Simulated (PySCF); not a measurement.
C3F5, SMILES F[C]=C(F)C(F)(F)F, multiplicity 2.

Coordinates come from a PBE0-D3(BJ)/def2-SVP optimisation. The isomer is the one that the SMILES or the coordinates give; other isomers of the formula were not compared.

The numbers are results of PBE0-D3(BJ)/def2-SVP run with PySCF, not measurements.

Frequencies are harmonic and unscaled.

```csv
mode,ν (cm⁻¹),IR (km/mol),moving atoms (share of kinetic energy)
1,55,0.0,F 94 %
2,159,1.3,"F 85 %, C 15 %"
3,170,0.9,"F 76 %, C 24 %"
4,238,1.9,F 95 %
5,376,0.0,"C 57 %, F 43 %"
6,385,1.9,"F 80 %, C 20 %"
7,420,0.8,"F 88 %, C 12 %"
8,510,2.2,"F 65 %, C 35 %"
9,598,1.9,"F 88 %, C 12 %"
10,657,0.1,"C 58 %, F 42 %"
11,742,31.3,"F 66 %, C 34 %"
12,874,9.8,"F 52 %, C 48 %"
13,1124,261.4,"C 58 %, F 42 %"
14,1245,305.2,"C 76 %, F 24 %"
15,1269,427.1,"C 70 %, F 30 %"
16,1312,32.3,"C 76 %, F 24 %"
17,1431,155.8,"C 89 %, F 11 %"
18,1855,123.5,C 95 %
```
